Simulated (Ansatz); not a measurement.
Ansatz (a first-principles code) job for hydronium (H₃O), SMILES [OH3+], charge +1, PBE/def2-TZVPD. Geometry optimised at B3LYP-D3(BJ)/def2-TZVPD.

Ansatz 0.2 input:
```yaml
crystal:
  periodic: [false, false, false]
  atoms:
    - {symbol: O, position_ang: [-0.00000000, -0.00000000, 0.07415163]}
    - {symbol: H, position_ang: [0.81731612, 0.47187768, -0.19773769]}
    - {symbol: H, position_ang: [0.00000000, -0.94375535, -0.19773769]}
    - {symbol: H, position_ang: [-0.81731612, 0.47187768, -0.19773769]}
basis:
  gaussian:
    orbitals: def2-TZVPD
hamiltonian:
  xc: {name: PBE}
total_charge: 1
```

Log of the run:

```
WARN ansatz: RAYON_NUM_THREADS=1 ignored (pool sized by the plan → 1); use --threads N
Functional definition: PBE
integrals: 0.01 GiB planned
337 factors; their error is unknown
mean field: 0.10 GiB planned
mean field evaluation 1: about -2067.7012 eV, gradient 1.1e2 eV
mean field evaluation 2: about -2028.8023 eV, gradient 1.7e2 eV
mean field evaluation 4: about -2085.8186 eV, gradient 1.3e0 eV
mean field evaluation 8: about -2085.8115 eV, gradient 2.2e-2 eV
mean field -2085.81148691 eV, -76.6521583302 hartree, gradient 2.7e-5 eV, S^2 0.000000; 0 other end points of the search recorded, 0 dependent functions left out
reference -2085.81151235 eV, -76.6521592649 hartree; 5, 5 occupied and 62, 62 virtual orbitals, 337 factors
Total energy: -2085.81151235 eV, -76.6521592649 hartree
```

The run converged.

Cost: very roughly 0.18 core-seconds.
